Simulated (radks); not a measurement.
Problem. The mean radii <r> (bohr) of the occupied orbitals of an atom or ion are listed with their occupations. Calculated with a radial shooting solver on a logarithmic mesh with Libxc functionals: scalar-relativistic Kohn-Sham, PBE, spin-unpolarised, spherical densities, point nucleus.

orbital  occ.      <r>
1s          2  0.04408
2s          2   0.1959
2p          6   0.1711
3s          2   0.5740
3p          6   0.5896
3d         10   0.6306
4s          2    1.795
4p          4    2.302

Name the element and its charge.

Solution. Z = 34, selenium, charge 0: Se in [Ar] 3d10 4s2 4p4. The 1s radius gives Z: for a bare nucleus <r> = (2 gamma + 1)/(2Z) with gamma = sqrt(1 - (Z/c)^2), 0.0432 bohr for Z = 34, and screening makes it slightly larger (0.04408 here). The occupations add up to 34, and the charge is Z minus that.
